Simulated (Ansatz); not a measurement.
Calculated with Ansatz (gas phase, PBE0-D4/def2-TZVP geometries, no zero-point term in ΔE). CCSD(T)/CBS is the MP2 limit (def2-TZVPP, def2-QZVPP) plus CCSD(T) − MP2 in def2-TZVPP, frozen cores. This one scheme is used for every species. Functionals use def2-TZVPP. B3LYP here is the variant with VWN-RPA as its local correlation; programs differ in this. Each species was taken in one conformer, which may not be the lowest.

Reaction (substitution at a C–B bond): `NBC(F)F` + `OC(F)CF` → `FCC(F)OC(F)F` + `BN`

```json
{"level": "PBE-D4", "ΔE (kcal/mol)": "7.3", "difference from CCSD(T)/CBS": "0.8"}
{"level": "r2SCAN-D4", "ΔE (kcal/mol)": "5.5", "difference from CCSD(T)/CBS": "-1.0"}
{"level": "PBE0-D4", "ΔE (kcal/mol)": "6.2", "difference from CCSD(T)/CBS": "-0.3"}
{"level": "B3LYP-D4", "ΔE (kcal/mol)": "6.6", "difference from CCSD(T)/CBS": "0.1"}
{"level": "ωB97X-V", "ΔE (kcal/mol)": "5.2", "difference from CCSD(T)/CBS": "-1.3"}
{"level": "ωB97M-V", "ΔE (kcal/mol)": "5.8", "difference from CCSD(T)/CBS": "-0.7"}
{"level": "B2PLYP", "ΔE (kcal/mol)": "6.1", "difference from CCSD(T)/CBS": "-0.4"}
{"level": "PBE", "ΔE (kcal/mol)": "7.4", "difference from CCSD(T)/CBS": "0.9"}
{"level": "r2SCAN", "ΔE (kcal/mol)": "5.6", "difference from CCSD(T)/CBS": "-0.9"}
{"level": "PBE0", "ΔE (kcal/mol)": "6.3", "difference from CCSD(T)/CBS": "-0.2"}
{"level": "B3LYP", "ΔE (kcal/mol)": "6.7", "difference from CCSD(T)/CBS": "0.2"}
{"level": "HF/def2-TZVPP", "ΔE (kcal/mol)": "1.9", "difference from CCSD(T)/CBS": "-4.6"}
{"level": "MP2/def2-TZVPP", "ΔE (kcal/mol)": "5.4", "difference from CCSD(T)/CBS": "-1.1"}
{"level": "SCS-MP2/def2-TZVPP", "ΔE (kcal/mol)": "5.1", "difference from CCSD(T)/CBS": "-1.4"}
{"level": "CCSD/def2-TZVPP", "ΔE (kcal/mol)": "5.0", "difference from CCSD(T)/CBS": "-1.5"}
{"level": "CCSD(T)/def2-TZVPP", "ΔE (kcal/mol)": "5.1", "difference from CCSD(T)/CBS": "-1.4"}
{"level": "HF/def2-QZVPP", "ΔE (kcal/mol)": "1.9", "difference from CCSD(T)/CBS": "-4.6"}
{"level": "MP2/def2-QZVPP", "ΔE (kcal/mol)": "6.2", "difference from CCSD(T)/CBS": "-0.3"}
{"level": "SCS-MP2/def2-QZVPP", "ΔE (kcal/mol)": "5.9", "difference from CCSD(T)/CBS": "-0.6"}
{"level": "HF/CBS(def2)", "ΔE (kcal/mol)": "1.9", "difference from CCSD(T)/CBS": "-4.6"}
{"level": "MP2/CBS(def2)", "ΔE (kcal/mol)": "6.8", "difference from CCSD(T)/CBS": "0.3"}
{"level": "CCSD/CBS(def2)", "ΔE (kcal/mol)": "6.4", "difference from CCSD(T)/CBS": "-0.1"}
{"level": "CCSD(T)/CBS", "ΔE (kcal/mol)": "6.5", "difference from CCSD(T)/CBS": "0"}
```

Largest T1 diagnostic among the species: 0.013.

In def2-TZVPP, CCSD(T) changes the Hartree–Fock value by +3.2 kcal/mol (the triples alone add +0.1 kcal/mol) and MP2 by +3.5 kcal/mol. From PBE to PBE0 (25 % exact exchange), in def2-TZVPP and without D4, ΔE moves by −1.1 kcal/mol.
